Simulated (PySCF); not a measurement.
TiF₄, SMILES [F][Ti]([F])([F])[F], multiplicity 1. Geometry optimised at B3LYP-D3(BJ)/def2-SVP. The spin state was assumed, not searched. The isomer is the one that the SMILES or the coordinates give; other isomers of the formula were not compared.

**Question.** Give the equilibrium geometry at B3LYP-D3(BJ)/def2-SVP (PySCF confirms it by a frequency run) as Cartesian coordinates in Å, and its point group. (An estimate is asked for; the answer gives what the named calculation found.)

**Answer.** point group Td.
```xyz
5

Ti     0.0000     0.0000     0.0000
F     -1.0015     1.0015    -1.0015
F      1.0015     1.0015     1.0015
F      1.0015    -1.0015    -1.0015
F     -1.0015    -1.0015     1.0015
```
